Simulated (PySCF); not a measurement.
# Computed NMR parameters against published values

Geometry:
| atom | x (Å) | y (Å) | z (Å) |
| --- | --- | --- | --- |
| N1 | 3.647 | 0.510 | 0.389 |
| C2 | 2.862 | -0.268 | 0.725 |
| S3 | 1.760 | -1.417 | 1.253 |
| C4 | 0.273 | -0.689 | 0.660 |
| C5 | 0.040 | 0.570 | 0.188 |
| C6 | -1.318 | 0.753 | -0.171 |
| C7 | -2.077 | -0.357 | 0.040 |
| S8 | -1.148 | -1.650 | 0.661 |
| H9 | 0.810 | 1.324 | 0.099 |
| H10 | -1.712 | 1.678 | -0.570 |
| H11 | -3.133 | -0.494 | -0.137 |

In vacuum, non-relativistic Hamiltonian, single conformer. PBE0-D3(BJ)/def2-TZVP geometry; σ from GIAO-B97-2/pcSseg-2; PySCF 2.14.

Reference values: estimated from measurements, as parent shift plus tabulated substituent increment (solution, not stated per compound (mostly CDCl3 or CCl4); Pretsch, Buehlmann, Badertscher, Structure Determination of Organic Compounds, 4th ed. (2009)).
| atoms | quantity | reference | computed | computed, scaled |
| --- | --- | --- | --- | --- |
| H11 | δ 1H | 7.48 | 7.42 | 7.10 |
| H9 | δ 1H | 7.26 | 7.53 | 7.21 |
| H10 | δ 1H | 6.91 | 7.32 | 7.00 |

Computed shifts are σ(ref) − σ with the named reference compound (TMS for H and C) calculated as an isolated molecule at the same level. The measured values may be among those fitted. Scaled to experiment by linear calibration (H and C: mostly CDCl3 data, vs TMS): 1H: δ = 29.81 − 0.938σ (rms 0.14 ppm, 293 shifts, 0.16 ppm with the 4 outliers that the fit left out). Occasional misses reach two or three times the rms, and more in compound classes unlike the fitted ones.

Q: How far are the unscaled 1H shifts from the references?

A: Mean signed difference +0.21 ppm, mean absolute 0.25 ppm over 3 comparisons; the largest is +0.41 ppm at H10 (hydrogen on an aromatic CH).
